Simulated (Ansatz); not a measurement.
Ge8Ir⁻. The state is a quintet with charge -1. Geometry PBE-D4/def2-SVP; atoms count from 1.

```xyz
9

Ir   -0.186    0.178    0.843
Ge    1.295    2.201   -0.512
Ge   -1.534    1.642   -0.674
Ge    0.365   -2.396    1.254
Ge    0.214    0.462   -2.195
Ge   -0.432   -2.074   -1.249
Ge   -2.042   -1.444    0.857
Ge    0.458    2.150    1.990
Ge    1.862   -0.719   -0.313
```

In the def2 sets Ir takes a core potential; there is no spin–orbit coupling. At PBE-D4/def2-SVP a singlet of charge -1 lies 1.38 eV below the quintet, each at its own geometry. The structure comes from a short search, and lower isomers may exist.

Q: Estimate the Mulliken populations from the PBE/def2-SVP orbitals of Ansatz.

A: 
```json
{"atom": "Ir1", "charge (e)": "-0.62", "spin (α − β)": "0.52", "d electrons": "8.03"}
{"atom": "Ge2", "charge (e)": "-0.11", "spin (α − β)": "0.37", "d electrons": "–"}
{"atom": "Ge3", "charge (e)": "-0.06", "spin (α − β)": "0.67", "d electrons": "–"}
{"atom": "Ge4", "charge (e)": "-0.10", "spin (α − β)": "0.48", "d electrons": "–"}
{"atom": "Ge5", "charge (e)": "-0.02", "spin (α − β)": "0.44", "d electrons": "–"}
{"atom": "Ge6", "charge (e)": "0.03", "spin (α − β)": "0.33", "d electrons": "–"}
{"atom": "Ge7", "charge (e)": "-0.06", "spin (α − β)": "0.65", "d electrons": "–"}
{"atom": "Ge8", "charge (e)": "0.05", "spin (α − β)": "0.41", "d electrons": "–"}
{"atom": "Ge9", "charge (e)": "-0.10", "spin (α − β)": "0.14", "d electrons": "–"}
```
Mulliken values depend strongly on the basis.

Q: Where does the spin sit?

A: Summed by element: Ir 0.52, Ge 3.48, of 4 unpaired in all. Largest on single atoms: Ge3 0.67, Ge7 0.65, Ir1 0.52.

Q: And the Mayer bond orders between heavy atoms (over 0.3)?

A: Ir1–Ge2 0.32 (2.85 Å); Ir1–Ge3 0.78 (2.50 Å); Ir1–Ge4 0.50 (2.66 Å); Ir1–Ge5 0.42 (3.08 Å); Ir1–Ge6 0.33 (3.08 Å); Ir1–Ge7 0.76 (2.47 Å); Ir1–Ge8 1.19 (2.37 Å); Ir1–Ge9 0.69 (2.52 Å); Ge2–Ge3 0.51 (2.89 Å); Ge2–Ge5 0.55 (2.65 Å); Ge2–Ge8 0.68 (2.64 Å); Ge2–Ge9 0.35 (2.98 Å); Ge3–Ge5 0.68 (2.60 Å); Ge4–Ge6 0.60 (2.65 Å); Ge4–Ge7 0.68 (2.62 Å); Ge4–Ge9 0.50 (2.74 Å); Ge5–Ge6 0.43 (2.78 Å); Ge5–Ge9 0.47 (2.77 Å); Ge6–Ge7 0.56 (2.72 Å); Ge6–Ge9 0.47 (2.82 Å).
